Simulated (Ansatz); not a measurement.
Born–Oppenheimer molecular dynamics of C₂H₁₁NOSi (16 atoms, charge 0, multiplicity 1). It starts from a rough guess of a transition structure, not a stationary point.

Computed with Ansatz 0.2.0, UKS PBE0/STO-3G.

```json
{
 "ensemble": "NVE (velocity Verlet)",
 "time step": "0.5 fs",
 "steps asked": "150",
 "starting velocities drawn for": "300 K",
 "seed": "457011"
}
```

First frame:

```xyz
16
Properties=species:S:1:pos:R:3
Si 0.844 -0.556 1.225
N -0.442 0.088 -0.335
C 0.204 0.601 -1.520
C -1.512 0.941 0.117
H 0.296 -0.946 2.515
H 1.461 0.759 1.433
O 2.169 -1.264 0.614
H -0.654 -1.230 -0.158
H -0.282 -1.869 0.492
H 0.638 1.592 -1.344
H -0.510 0.679 -2.349
H 1.002 -0.084 -1.802
H -1.957 0.495 1.005
H -1.151 1.942 0.376
H -2.283 1.043 -0.654
H 2.179 -2.191 0.386
```

Task: How far do the bonds stretch over the last three quarters of this one trajectory? (Pairs bonded in most of those frames.)

Result: 
```json
{"bond": "Si1–N2", "mean (Å)": "1.761", "spread (Å)": "0.049", "shortest": "1.70", "longest": "1.83"}
{"bond": "Si1–H5", "mean (Å)": "1.457", "spread (Å)": "0.017", "shortest": "1.43", "longest": "1.49"}
{"bond": "Si1–H6", "mean (Å)": "1.458", "spread (Å)": "0.008", "shortest": "1.44", "longest": "1.47"}
{"bond": "Si1–O7", "mean (Å)": "1.725", "spread (Å)": "0.070", "shortest": "1.61", "longest": "1.82"}
{"bond": "N2–C3", "mean (Å)": "1.486", "spread (Å)": "0.059", "shortest": "1.39", "longest": "1.56"}
{"bond": "N2–C4", "mean (Å)": "1.488", "spread (Å)": "0.064", "shortest": "1.38", "longest": "1.58"}
{"bond": "C3–H10", "mean (Å)": "1.109", "spread (Å)": "0.015", "shortest": "1.09", "longest": "1.13"}
{"bond": "C3–H11", "mean (Å)": "1.106", "spread (Å)": "0.004", "shortest": "1.10", "longest": "1.11"}
{"bond": "C3–H12", "mean (Å)": "1.104", "spread (Å)": "0.006", "shortest": "1.09", "longest": "1.11"}
{"bond": "C4–H13", "mean (Å)": "1.102", "spread (Å)": "0.012", "shortest": "1.08", "longest": "1.12"}
{"bond": "C4–H14", "mean (Å)": "1.109", "spread (Å)": "0.019", "shortest": "1.08", "longest": "1.14"}
{"bond": "C4–H15", "mean (Å)": "1.105", "spread (Å)": "0.018", "shortest": "1.08", "longest": "1.13"}
{"bond": "O7–H16", "mean (Å)": "1.024", "spread (Å)": "0.037", "shortest": "0.97", "longest": "1.09"}
{"bond": "H8–H9", "mean (Å)": "0.736", "spread (Å)": "0.047", "shortest": "0.67", "longest": "0.80"}
```

Mean temperature of the second half: 1411 K. The conserved energy stayed within 0.42 meV per atom of its start (net change 0.054 meV per atom), so the integration is sound. The system heated up, since it started high on the potential surface and ran downhill. A run of 0.075 ps of so small a system gives no equilibrium averages. The orbitals stay closed-shell, which can raise the energy where a bond breaks towards radicals; this wasn't checked here. Limits of this set-up: minimal basis.

The run took 4.4 min on 1 thread of AMD EPYC 9R45 96-Core Processor (Zen 5), with other jobs on the host, peak memory 0.17 GiB.
